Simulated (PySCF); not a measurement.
## Broadened absorption spectrum of C6H6OP2

Compound: C₆H₆OP₂.
InChI=1S/C6H6OP2/c1-5(7)6-2-3-8-4-9-6/h2-4H,1H3

Method used: TDDFT PBE0/def2-SVPD, vertical, gas phase, core orbitals frozen in the response in PySCF. One conformer (not necessarily the lowest) at the GFN2-xTB geometry, without solvent, vibrations or thermal averaging. Torsions of this conformer, `[CH3:1][C:2](=[O:3])[c:4]1[cH:5][cH:6][p:7][cH:8][p:9]1`: C1–C2–C4–C5 1°.

Broadening: Gaussians 0.4 eV wide at half height, area fixed by f = 4.319×10⁻⁹ ∫ε dν̃. The width is an assumption, not a result. The curve ends short of the highest state used, and states not computed would add to its high-energy end.

```csv
E (eV),ε (L mol⁻¹ cm⁻¹)
2.37,1
2.47,4
2.57,18
2.67,59
2.77,139
2.86,224
2.96,273
3.06,236
3.16,146
3.26,73
3.36,68
3.46,168
3.56,441
3.66,1035
3.76,2213
3.86,4170
3.96,6577
4.06,8392
4.16,8453
4.26,6549
4.36,3807
4.45,1804
4.55,600
4.65,204
```

(1) Locate the maxima and give the states behind the curve.

(2) Does any computed singlet lie in the visible range?

(3) Coming from long wavelengths, where does ε first pass 100 L mol⁻¹ cm⁻¹?

(4) On this curve, what absorbance would a 10⁻⁵ mol/L sample give at 365 nm over a 1 cm path?

## Answers

(1) 418 nm (2.97 eV), ε about 270, made up of S1 (100%); 301 nm (4.11 eV), ε about 8700, made up of S4 (33%) and S5 (66%) (ε in L mol⁻¹ cm⁻¹; maxima over ε = 5, shares over 10%). The states used: S1 2.97 eV (f 0.0041); S2 3.73 eV (f 0.0068); S3 3.97 eV (f 0.0007); S4 3.99 eV (f 0.055); S5 4.18 eV (f 0.091); S6 4.48 eV (f 0.0002); S7 4.68 eV (f 0.0004); S8 5.25 eV (f 0.330).

(2) S1 lies in the visible range (380 to 750 nm), at 418 nm, f = 0.0041; light of that wavelength is violet, and its complementary colour is yellow-green; a Tamm–Dancoff triplet lies at 494 nm, without intensity as long as spin–orbit coupling is left out.

(3) At about 455 nm (2.73 eV), 0.24 eV below S1.

(4) 365 nm is 3.397 eV, where ε is about 90 L mol⁻¹ cm⁻¹, so A = ε c l ≈ 0.0009 (Beer–Lambert, with the gas-phase spectrum and the assumed width).
